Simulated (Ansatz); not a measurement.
Energy needed to pull apart SnHClO (SMILES [OH][Sn][Cl]), closed shell, into free ground-state atoms, from the structure below (displaced at random from a GFN2-xTB minimum); no zero-point or spin–orbit terms; open-shell atoms are treated unrestricted, in their ground-state multiplicity.

| atom | x (Å) | y (Å) | z (Å) |
| --- | --- | --- | --- |
| O1 | -0.5175 | 0.5495 | -0.6553 |
| Sn2 | -0.2543 | -0.6985 | 0.9355 |
| Cl3 | 2.1013 | -0.8804 | 0.7987 |
| H4 | -1.2587 | 0.9435 | -1.0647 |

Ansatz 0.2.0; basis: def2-TZVPP; cores frozen in the correlated methods. Filled d shells of the heavier atoms are correlated. Core potentials replace the inner electrons of the atoms past krypton. The def2 sets are not built for correlating such inner shells, so the correlated values are less sure here.

```json
{"method": "PBE-D4", "atomization energy (kJ/mol)": "?"}
{"method": "BLYP-D4", "atomization energy (kJ/mol)": "1243"}
{"method": "r2SCAN-D4", "atomization energy (kJ/mol)": "1226"}
{"method": "PBE0-D4", "atomization energy (kJ/mol)": "?"}
{"method": "r2SCANh-D4", "atomization energy (kJ/mol)": "1204"}
{"method": "wB97M-V", "atomization energy (kJ/mol)": "1217"}
{"method": "HF", "atomization energy (kJ/mol)": "767"}
{"method": "MP2", "atomization energy (kJ/mol)": "1217"}
{"method": "CCSD", "atomization energy (kJ/mol)": "1137"}
{"method": "CCSD(T)", "atomization energy (kJ/mol)": "1171"}
```

Question: What does PBE-D4 give? (An estimate is asked for; the value comes from the calculation.)

Answer: By the calculation: 1262 kJ/mol, which is about 91 kJ/mol more than CCSD(T)/def2-TZVPP.

Question: What does PBE0-D4 give? (Judge from chemistry; the value comes from the calculation.)

Answer: The calculation gives: 1201 kJ/mol, which is about 30 kJ/mol more than CCSD(T)/def2-TZVPP.

In triple zeta the MP2 and coupled-cluster atomization energies are still short of their basis limit by a few kcal/mol a bond, whereas those of the functionals are nearly converged, so these differences are not deviations from converged CCSD(T).

No T1 diagnostic of these runs exceeds 0.017.

For scale, one of the runs: CCSD(T)/def2-TZVPP forces, 137 basis functions (an equivalent command: `ansatz run in.yaml --threads 4`). Hardware: 4 CPU threads, shared host. Wall time 73 s; peak host memory 1.4 GiB.
